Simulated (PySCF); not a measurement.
**EPR parameters of C6H11O2**

C6H11O2 (doublet state).
Cartesian coordinates in Å at the GFN2-xTB level; atoms count from 1:
```
atom  x, y, z in Å
C1     3.4945   -0.2397   -0.1258
C2     2.2748    0.4412    0.4310
O3     2.2631    1.3614    1.2155
O4     1.1477   -0.1188   -0.0696
C5    -0.0612    0.3417    0.2986
C6    -1.2717   -0.2935   -0.2679
C7    -2.0948    0.7341   -1.0598
C8    -2.1343   -0.8939    0.8527
H9     3.4756   -1.2963    0.1331
H10    3.5006   -0.1559   -1.2105
H11    4.3851    0.2249    0.2855
H12   -0.1012    1.1627    0.9962
H13   -0.9527   -1.0942   -0.9425
H14   -2.9831    0.2618   -1.4717
H15   -2.4033    1.5488   -0.4095
H16   -1.5079    1.1450   -1.8772
H17   -1.5760   -1.6473    1.4025
H18   -3.0225   -1.3574    0.4306
H19   -2.4426   -0.1154    1.5460
```

The hyperfine couplings belong to this conformer and change with its torsions.

Identity: `CC(=O)O[CH]C(C)C` [radical].

Theory: PySCF, UKS B3LYP, pcH-1 on C H O, non-relativistic, mean-field spin-orbit, GIAO. Geometry: GFN2-xTB, one conformer, isolated molecule. Couplings are sensitive to structure, and on GFN2-xTB geometries they can be far from those on DFT ones. No stability test was run, so a lower SCF solution isn't excluded.

```
g1, g2, g3                      : 2.00208, 2.00251, 2.00355
g_iso                           : 2.00272
Form of g                       : rhombic: the two nearest values differ by 29 % of g3 − g1
⟨S²⟩                            : 0.7540 (exact 0.7500)
HOMO–LUMO gap, α and β orbitals : 4.87, 6.29 eV
Basis functions                 : 310
```

Isotropic coupling and dipolar principal values T1 to T3, in MHz; ρ(0) is the spin density at the nucleus:

```json
{"atom": "C1", "isotope": "13C", "a_iso": "-4.0", "T1": "-0.6", "T2": "0.1", "T3": "0.5", "Mulliken spin population": "-0.01", "ρ(0) (bohr⁻³)": "-0.0035"}
{"atom": "C2", "isotope": "13C", "a_iso": "5.7", "T1": "-6.3", "T2": "-3.7", "T3": "10.0", "Mulliken spin population": "0.05", "ρ(0) (bohr⁻³)": "0.0051"}
{"atom": "O3", "isotope": "17O", "a_iso": "-3.0", "T1": "-15.8", "T2": "7.4", "T3": "8.4", "Mulliken spin population": "0.05", "ρ(0) (bohr⁻³)": "0.0050"}
{"atom": "O4", "isotope": "17O", "a_iso": "-6.4", "T1": "-27.3", "T2": "12.7", "T3": "14.6", "Mulliken spin population": "0.02", "ρ(0) (bohr⁻³)": "0.0105"}
{"atom": "C5", "isotope": "13C", "a_iso": "92.3", "T1": "-80.7", "T2": "-78.1", "T3": "158.8", "Mulliken spin population": "0.94", "ρ(0) (bohr⁻³)": "0.0821"}
{"atom": "C6", "isotope": "13C", "a_iso": "-28.9", "T1": "-1.7", "T2": "0.6", "T3": "1.1", "Mulliken spin population": "-0.08", "ρ(0) (bohr⁻³)": "-0.0257"}
{"atom": "C7", "isotope": "13C", "a_iso": "55.4", "T1": "-3.8", "T2": "-3.7", "T3": "7.5", "Mulliken spin population": "0.03", "ρ(0) (bohr⁻³)": "0.0493"}
{"atom": "C8", "isotope": "13C", "a_iso": "55.4", "T1": "-3.8", "T2": "-3.7", "T3": "7.5", "Mulliken spin population": "0.03", "ρ(0) (bohr⁻³)": "0.0493"}
{"atom": "H9", "isotope": "1H", "a_iso": "9.0", "T1": "-1.7", "T2": "-1.3", "T3": "3.1", "Mulliken spin population": "0.00", "ρ(0) (bohr⁻³)": "0.0020"}
{"atom": "H10", "isotope": "1H", "a_iso": "9.0", "T1": "-1.7", "T2": "-1.3", "T3": "3.1", "Mulliken spin population": "0.00", "ρ(0) (bohr⁻³)": "0.0020"}
{"atom": "H11", "isotope": "1H", "a_iso": "-0.7", "T1": "-1.1", "T2": "-1.1", "T3": "2.2", "Mulliken spin population": "0.00", "ρ(0) (bohr⁻³)": "-0.0001"}
{"atom": "H12", "isotope": "1H", "a_iso": "-65.4", "T1": "-36.2", "T2": "-0.3", "T3": "36.5", "Mulliken spin population": "-0.04", "ρ(0) (bohr⁻³)": "-0.0146"}
{"atom": "H13", "isotope": "1H", "a_iso": "2.7", "T1": "-5.0", "T2": "-3.7", "T3": "8.7", "Mulliken spin population": "0.00", "ρ(0) (bohr⁻³)": "0.0006"}
{"atom": "H14", "isotope": "1H", "a_iso": "16.7", "T1": "-2.7", "T2": "-1.5", "T3": "4.2", "Mulliken spin population": "0.01", "ρ(0) (bohr⁻³)": "0.0037"}
{"atom": "H15", "isotope": "1H", "a_iso": "-1.6", "T1": "-4.1", "T2": "-2.5", "T3": "6.5", "Mulliken spin population": "0.00", "ρ(0) (bohr⁻³)": "-0.0004"}
{"atom": "H16", "isotope": "1H", "a_iso": "-1.8", "T1": "-5.0", "T2": "-2.1", "T3": "7.1", "Mulliken spin population": "0.00", "ρ(0) (bohr⁻³)": "-0.0004"}
{"atom": "H17", "isotope": "1H", "a_iso": "-1.8", "T1": "-5.0", "T2": "-2.1", "T3": "7.1", "Mulliken spin population": "0.00", "ρ(0) (bohr⁻³)": "-0.0004"}
{"atom": "H18", "isotope": "1H", "a_iso": "16.8", "T1": "-2.7", "T2": "-1.5", "T3": "4.2", "Mulliken spin population": "0.01", "ρ(0) (bohr⁻³)": "0.0037"}
{"atom": "H19", "isotope": "1H", "a_iso": "-1.6", "T1": "-4.1", "T2": "-2.5", "T3": "6.5", "Mulliken spin population": "0.00", "ρ(0) (bohr⁻³)": "-0.0004"}
```

The Mulliken spin populations are largest on C5 (+0.94) and C6 (-0.08). C5 is the only atom above +0.15. The angles at C5 add up to 360.0°, so it is planar; its axial dipolar tensor and the negative coupling of its proton fit spin in a p orbital normal to that plane.

Axes: g3 points within 4° of the C5–C6 bond.

Under fast tumbling the dipolar parts average out, and these isotropic splittings remain: 1 × 1H (H12, I = 1/2, 2 lines) with 2.33 mT, 3 × 1H (H9/H10/H11, I = 1/2, 4 lines) with 0.21 mT, 6 × 1H (H14 (×6), I = 1/2, 7 lines) with 0.16 mT and 1 × 1H (H13, I = 1/2, 2 lines) with 0.09 mT.

Means are taken over nuclei equivalent by connectivity, which assumes that they swap fast. The six 1H nuclei of mean +4.4 MHz run from -1.8 to 16.8 MHz in the frozen geometry. The three 1H nuclei of mean +5.8 MHz run from -0.7 to 9.0 MHz in the frozen geometry.

The 13C coupling of C5 (92.3 MHz) shows only in satellite lines or after enrichment, since that isotope makes up about 1.07 % of natural carbon.

The 17O coupling of O4 (-6.4 MHz) shows only in satellite lines or after enrichment, since that isotope makes up about 0.038 % of natural oxygen.

β density exceeds α density at some nuclei, such as C6 (-0.0257), H12 (-0.0146) and C1 (-0.0035), spin density in bohr⁻³. In a single determinant that takes different orbitals for the two spins, that is spin polarisation.
